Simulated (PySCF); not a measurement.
Below is a simulated gas-phase Si 2p photoelectron spectrum of `NC(=O)[SiH2]F`.

Every computed line was given a Gaussian of 0.8 eV full width at half maximum and an area set by the number of equivalent atoms (split 2:1 within a doublet); the highest printed point is 100. Method: PySCF, delta-SCF UKS SCAN, pcX-2 on the ionised atom, pcseg-1 elsewhere, spin-free X2C.

| binding energy (eV) | intensity |
| --- | --- |
| 107.2 | 0 |
| 107.3 | 1 |
| 107.4 | 2 |
| 107.5 | 5 |
| 107.6 | 9 |
| 107.7 | 17 |
| 107.8 | 27 |
| 107.9 | 41 |
| 108.0 | 58 |
| 108.1 | 74 |
| 108.2 | 88 |
| 108.3 | 97 |
| 108.4 | 100 |
| 108.5 | 98 |
| 108.6 | 91 |
| 108.7 | 83 |
| 108.8 | 75 |
| 108.9 | 66 |
| 109.0 | 57 |
| 109.1 | 48 |
| 109.2 | 38 |
| 109.3 | 28 |
| 109.4 | 20 |
| 109.5 | 13 |
| 109.6 | 8 |
| 109.7 | 4 |
| 109.8 | 2 |
| 109.9 | 1 |
| 110.0 | 0 |
| 110.1 | 0 |

Q: How many maxima does the curve show, and how many computed lines lie under it?

A: The curve has 1 maximum (at 108.4 eV). Under it lie 2 lines from 1 inequivalent silicon site, drawn as a 2p3/2, 2p1/2 pair. At this width some lines have no maximum of their own.

Q: Decompose the envelope and assign each component. Numbering: `[NH2:1][C:2](=[O:3])[SiH2:4][F:5]`.

A: 
| position (eV) | relative area | line | atoms | environment |
| --- | --- | --- | --- | --- |
| 108.33 | 0.67 | Si 2p3/2 | Si4 | fluorine-bound silicon |
| 108.96 | 0.33 | Si 2p1/2 | Si4 | fluorine-bound silicon |

Shake-up satellites, vibrational structure and lifetime widths aren't simulated. The 2p values add to the ΔSCF energy of one spin-free hole a correction within the shell (spin–orbit coupling, ligand field). 2p1/2 minus 2p3/2 (ligand field included): Si 0.63 eV. Isolated species at its PBE0-D3(BJ)/def2-SVP geometry (one conformer only).

Time: 22 s of wall time; peak memory 0.52 GiB. Hardware: Arm Neoverse V1, one thread, shared host with 32 logical CPUs at a one-minute load of 8.7.

The values belong to the conformer `[NH2:1][C:2](=[O:3])[SiH2:4][F:5]`: N1–C2–Si4–F5 2°, H–N1–C2–O3 179°, H–N1–C2–O3 1°.
